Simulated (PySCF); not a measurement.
## Relaxation of singlet Ga(OH)₃

Method: PySCF, PBE0, basis Ga def2-TZVP, O def2-TZVP, H def2-TZVP (no relativity, density fitting). A (50,194) grid was used.

A hand-made T-shaped (heavy-atom frame) start, with no symmetry imposed:

Coordinates in bohr (charge 0 multiplicity 1):
```
Ga    0.0117    0.0000   -0.5464
O     0.0117    0.0000    2.9873
O     3.5434    0.0000   -0.4230
O    -3.5200    0.0000   -0.4230
H    -1.3780    0.0000    4.1535
H     4.7088   -1.3897   -0.3824
H    -4.6854    1.3897   -0.3824
```

Task: What forces act on the atoms at the start (eV/Å)?

Result: 
```tsv
atom	Fx	Fy	Fz
Ga1	-0.06	-0.04	4.52
O2	0.94	-0.06	-0.33
O3	-1.43	0.71	-1.37
O4	0.92	-0.59	-1.44
H5	-0.26	0.00	-0.74
H6	-0.63	-0.33	-0.25
H7	0.52	0.31	-0.40
```

Task: What does it relax to?

Result: It ends at Cs with Ga–O 1.768 Å, Ga–O 1.774 Å, Ga–O 1.783 Å, O–H 0.959 Å (×3); Ga–O–H 112.4°, Ga–O–H 114.3°, Ga–O–H 115.3°, O–Ga–O 117.3°, O–Ga–O 117.9°, O–Ga–O 124.8° (after a last refinement on a finer grid). A frequency run shows a minimum.

Task: How much energy is released, and in how many steps?

Result: 242.4 kJ/mol in 32 steps.

The relaxation took 92 s on 4 threads of a shared Arm Neoverse V1 host, with 159 basis functions and 34 gradients; the process peaked at 1.2 GiB.
